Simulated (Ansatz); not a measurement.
A nudged elastic band was laid between two geometries of a periodic cell of 19 atoms, PdC18 (surface graphene monolayer, adsorbate Pd).

Computed with Ansatz, DFT LDA, scalar-relativistic, plane waves, PAW. Settings: cutoff 420 eV, k mesh 2x2x1, fermi-dirac smearing 0.05 eV, no spin polarisation.

```
movable images  : 5
climbing image  : yes
spring          : 5.0 eV/Å²
optimiser       : lbfgs
start path      : straight line
force threshold : 0.05 eV/Å
iteration limit : 59
end points      : relaxed
```

Image 0:

```xyz
19
Lattice="7.3980 0.0000 0.0000 -3.6990 6.4069 0.0000 0.0000 0.0000 11.0000" Properties=species:S:1:pos:R:3
C -0.056 0.000 0.975
C 1.178 0.716 0.980
C -1.301 2.126 1.005
C -0.056 2.839 1.075
C -2.526 4.271 0.959
C -1.301 4.998 1.005
C 2.409 0.001 0.980
C 3.643 0.716 0.975
C 1.189 2.126 1.005
C 2.414 2.852 0.959
C -0.056 4.285 1.075
C 1.189 4.997 1.005
C 4.877 0.001 0.980
C 6.108 0.716 0.980
C 3.643 2.135 0.954
C 4.872 2.852 0.959
C 2.414 4.271 0.959
C 3.643 4.989 0.954
Pd -0.057 3.562 3.036
```

Image 6:

```xyz
19
Lattice="7.3980 0.0000 0.0000 -3.6990 6.4069 0.0000 0.0000 0.0000 11.0000" Properties=species:S:1:pos:R:3
C -0.055 0.001 0.980
C 1.176 0.716 0.980
C -1.289 2.135 0.954
C -0.060 2.852 0.959
C -2.518 4.271 0.959
C -1.289 4.989 0.954
C 2.410 0.000 0.975
C 3.644 0.716 0.980
C 1.165 2.126 1.005
C 2.410 2.839 1.075
C -0.060 4.271 0.959
C 1.165 4.998 1.005
C 4.875 0.001 0.980
C 6.109 0.716 0.975
C 3.655 2.126 1.005
C 4.880 2.852 0.959
C 2.410 4.285 1.075
C 3.655 4.997 1.005
Pd 2.409 3.562 3.036
```

(1) Which bonds break or form, and what moves?

(2) Give the energies along the band, and the barrier.

(3) What is the geometry of the highest image?

Results:

(1) Contacts lost: C4–Pd19, C11–Pd19. Contacts made: C10–Pd19, C17–Pd19. The atom that moves furthest is Pd19, by 2.47 Å.

(2) It converged. The highest image is number 5 of 0 to 6, 0.044 eV above the ends, which have the same energy within 2 meV. The profile has 3 maxima (images 1, 3, 5) with wells between them (images 2, 4): this band takes more than one step, which may be the mechanism or a detour left from its start path. By the program's own check the climbing image is of a kind that is not told: the force calls were inconclusive, a negative curvature could not be distinguished from the path's own, the only one lies far off the path, or fixed occupations may fill a level only in part (lowest curvatures found: -0.45 and 0.48 eV/Å²). Limits of this set-up: coarse k mesh, slab without dipole correction.

```json
{"image": "0", "path coordinate (Å)": "0.00", "energy (eV)": "0.000", "C4–Pd19 (Å)": "2.09", "C11–Pd19 (Å)": "2.09", "C10–Pd19 (Å)": "3.30"}
{"image": "1", "path coordinate (Å)": "0.62", "energy (eV)": "0.044", "C4–Pd19 (Å)": "2.31", "C11–Pd19 (Å)": "2.03", "C10–Pd19 (Å)": "3.12"}
{"image": "2", "path coordinate (Å)": "1.23", "energy (eV)": "0.000", "C4–Pd19 (Å)": "2.77", "C11–Pd19 (Å)": "2.08", "C10–Pd19 (Å)": "3.30"}
{"image": "3", "path coordinate (Å)": "1.85", "energy (eV)": "0.044", "C4–Pd19 (Å)": "2.87", "C11–Pd19 (Å)": "2.31", "C10–Pd19 (Å)": "2.88"}
{"image": "4", "path coordinate (Å)": "2.47", "energy (eV)": "0.001", "C4–Pd19 (Å)": "3.26", "C11–Pd19 (Å)": "2.76", "C10–Pd19 (Å)": "2.74"}
{"image": "5", "path coordinate (Å)": "3.09", "energy (eV)": "0.044", "C4–Pd19 (Å)": "3.08", "C11–Pd19 (Å)": "2.87", "C10–Pd19 (Å)": "2.29"}
{"image": "6", "path coordinate (Å)": "3.69", "energy (eV)": "0.000", "C4–Pd19 (Å)": "3.30", "C11–Pd19 (Å)": "3.30", "C10–Pd19 (Å)": "2.09"}
```

(3) 
```xyz
19
Lattice="7.3980 0.0000 0.0000 -3.6990 6.4069 0.0000 0.0000 0.0000 11.0000" Properties=species:S:1:pos:R:3:forces:R:3
C -0.055 -0.017 0.966 0.00 -0.03 0.00
C 1.181 0.695 0.977 0.01 0.01 0.00
C -1.289 2.115 0.953 -0.01 -0.01 0.00
C -0.059 2.825 0.952 0.02 0.02 -0.01
C -2.519 4.250 0.964 0.00 0.00 0.00
C -1.284 4.964 0.973 0.00 0.02 0.00
C 2.412 -0.019 0.989 -0.02 -0.02 0.00
C 3.647 0.694 1.005 0.02 0.02 0.00
C 1.168 2.108 0.991 -0.01 -0.01 -0.02
C 2.416 2.818 1.055 -0.03 0.01 0.02
C -0.066 4.247 0.984 0.00 -0.02 0.00
C 1.171 4.973 1.045 0.01 0.00 0.02
C 4.874 -0.014 1.009 -0.01 -0.01 0.00
C 6.114 0.692 0.973 -0.01 0.02 0.00
C 3.649 2.110 1.014 0.00 -0.02 0.00
C 4.879 2.831 0.973 0.01 0.00 0.00
C 2.424 4.260 1.030 -0.02 -0.01 -0.01
C 3.664 4.974 0.977 0.01 0.04 0.00
Pd 1.958 3.944 2.991 0.03 -0.01 0.00
```

Run time: 20 min on 1 thread of Arm Neoverse V2 (shared host), peak memory 0.92 GiB.
